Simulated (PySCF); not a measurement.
Species: C7H7N.
SMILES with atom numbers: `[CH2:1]=[CH:2][c:3]1[cH:4][cH:5][n:6][cH:7][cH:8]1` (hydrogens: H9, H10 on C1; H11 on C2; H12 on C4; H13 on C5; H14 on C7; H15 on C8)

Structure used (GFN2-xTB), in Å, numbered top down from 1:
```xyz
15
C7H7N angstrom
C     -2.4441    0.9978    0.0525
C     -1.6933   -0.0693   -0.1905
C     -0.2424   -0.1503   -0.0704
C      0.5645    0.9186    0.3263
C      1.9330    0.7317    0.4069
N      2.5380   -0.4114    0.1286
C      1.7809   -1.4283   -0.2478
C      0.4041   -1.3538   -0.3633
H     -3.5137    0.9675   -0.0632
H     -2.0323    1.9390    0.3735
H     -2.1682   -0.9887   -0.5112
H      0.1390    1.8793    0.5686
H      2.5856    1.5402    0.7112
H      2.3095   -2.3472   -0.4674
H     -0.1651   -2.2172   -0.6758
```

Theory: CAM-B3LYP/def2-SVPD in PySCF (dipole) on a GFN2-xTB geometry, gas phase.

Take the most abundant isotopes and a rigid rotor. The values belong to one conformer with, in the numbering `[CH2:1]=[CH:2][c:3]1[cH:4][cH:5][n:6][cH:7][cH:8]1`, C1–C2–C3–C4 0°.

Question: Give the principal moments of inertia and the rotational constants in GHz.

Answer: Ia = 91.66, Ib = 322.27, Ic = 413.93 u·Å²; 505379 MHz·u·Å²/I gives 5513, 1568 and 1221 MHz, that is A = 5.5134, B = 1.5682, C = 1.2209 GHz.

Question: What kind of rotor is it?

Answer: An asymmetric top; Ray's κ = -0.838.

Question: What does the inertial defect say?

Answer: Planar: Δ = Ic − Ia − Ib = 0.00 u·Å². For a rigid frame Δ = −2 Σ m c², so it vanishes when all atoms lie in the ab plane; here none is more than 0.01 Å from it.

Question: List the rotational levels J(Ka,Kc) to J = 4 (MHz).

Answer: Above 0(0,0):
J = 1: 1(0,1) 2789, 1(1,1) 6734, 1(1,0) 7082
J = 2: 2(0,2) 8345, 2(1,2) 11965, 2(1,1) 13007, 2(2,1) 24843, 2(2,0) 24865
J = 3: 3(0,3) 16625, 3(1,3) 19798, 3(1,2) 21881, 3(2,2) 33210, 3(2,1) 33319, 3(3,1) 53818, 3(3,0) 53819
J = 4: 4(0,4) 27568, 4(1,4) 30219, 4(1,3) 33685, 4(2,3) 44349, 4(2,2) 44673, 4(3,2) 65015, 4(3,1) 65021, 4(4,1) 93810, 4(4,0) 93810
Those of J = 1 are B + C, A + C and A + B.

Question: Which types of transition are allowed, and where do some lines up to J = 5 fall?

Answer: The dipole components are |μa| = 2.50 D, |μb| = 0.36 D, |μc| = 0.00 D; the mirror of this Cs structure is the ab plane, so μc vanishes by symmetry and there are no c-type lines. Intensities carry the squares of the components, which stand as 1.00 : 0.02 (a : b). Some lines, for components of 0.1 D or more:

```
type  branch         J(Ka,Kc)    MHz  lower level (cm⁻¹)
   a       Q  5(2,3) ← 5(2,4)    737               1.943
   b       R  2(0,2) ← 1(1,1)   1611               0.225
   b       R  3(0,3) ← 2(1,2)   4660               0.399
   a       R  2(1,2) ← 1(1,1)   5231               0.225
   b       Q  3(1,2) ← 3(0,3)   5256               0.555
   b       Q  5(1,4) ← 5(0,5)   7295               1.371
   a       R  3(1,3) ← 2(1,2)   7833               0.399
   a       R  3(1,2) ← 2(1,1)   8874               0.434
   a       R  4(3,2) ← 3(3,1)  11198               1.795
   a       R  4(2,2) ← 3(2,1)  11353               1.111
   b       Q  2(2,1) ← 2(1,2)  12877               0.399
   a       R  5(1,5) ← 4(1,4)  12990               1.008
   a       R  5(0,5) ← 4(0,4)  13531               0.920
   a       R  5(4,2) ← 4(4,1)  13994               3.129
   a       R  5(4,1) ← 4(4,0)  13994               3.129
   b       Q  4(2,3) ← 4(1,4)  14131               1.008
   a       R  5(2,3) ← 4(2,2)  14311               1.490
   b       R  3(2,2) ← 2(1,1)  20203               0.434
   b       Q  3(3,0) ← 3(2,1)  20499               1.111
   b       R  3(2,1) ← 2(1,2)  21354               0.399
   b       R  4(2,3) ← 3(1,2)  22468               0.730
   b       Q  5(4,2) ← 5(3,3)  28776               2.636
   b       R  3(3,1) ← 2(2,0)  28953               0.829
   b       R  5(4,1) ← 4(3,2)  42789               2.169
```

No frequency check. No vibrational averaging or centrifugal distortion is included, and the geometry carries the error of its method. Quadrupole hyperfine structure (14N) is left out.
